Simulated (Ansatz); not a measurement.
Molecule: sum formula MoOCl, charge 0, multiplicity 4. The spin state was set by rule; other spins were not relaxed. SMILES: [O]=[Mo][Cl]
Geometry: optimised at B3LYP-D3(BJ)/def2-TZVP (Ansatz, a quantum-chemistry and plane-wave program).

Wanted: vertical ionisation energy (to the triplet state of charge +1; each state is the SCF solution reached for its spin; the UHF <S^2> is 2.60 for the triplet (pure: 2.00) and 4.10 for the quartet (pure: 3.75); for the triplet T1 is 0.080; for the quartet T1 is 0.050), in eV. Cores are frozen in the correlated levels unless marked. Open shells are spin-unrestricted. No spin-orbit coupling. Frozen are the shells of the preceding noble gas and the d and f shells that filled before the atom's block. In def2 rows, elements after Kr have scalar-relativistic effective core potentials. CBS marks a two-point X^-3 extrapolation of the correlation energy; Hartree-Fock from the larger set. The bracket is a focal-point correction in the basis named. The program attaches cautions to a run behind SCS-MP2/def2-SVPD: large difference. The program attaches cautions to a run behind SCS-MP2/def2-TZVPPD: large difference. The program attaches cautions to a run behind CCSD/def2-TZVPPD: large difference. The program attaches cautions to a run behind RI-MP2/CBS(def2-TZVPPD,def2-QZVPPD)+[CCSD(T)-MP2]/def2-TZVPPD: large difference.

| level | program | vertical ionisation energy (eV) |
|---|---|---|
| PBE/def2-TZVPD | Ansatz | 8.43 |
| B3LYP/def2-TZVPD | Ansatz | (withheld) |
| PBE0/def2-TZVPD | Ansatz | 8.65 |
| CAM-B3LYP/def2-TZVPD | Ansatz | 8.72 |
| wB97X-V/def2-TZVPD | Ansatz | (withheld) |
| B2PLYP/def2-TZVPD | Ansatz | (withheld) |
| SCS-MP2/def2-SVPD | Ansatz | 8.96 |
| SCS-MP2/def2-TZVPPD | Ansatz | 8.97 |
| CCSD/def2-TZVPPD | Ansatz | 8.55 |
| RI-MP2/CBS(def2-TZVPPD,def2-QZVPPD)+[CCSD(T)-MP2]/def2-TZVPPD | Ansatz | 8.59 |

Task: Fill in the missing entries.

Result: 
- B3LYP/def2-TZVPD, vertical ionisation energy (eV): 8.62
- wB97X-V/def2-TZVPD, vertical ionisation energy (eV): 8.53
- B2PLYP/def2-TZVPD, vertical ionisation energy (eV): 8.35
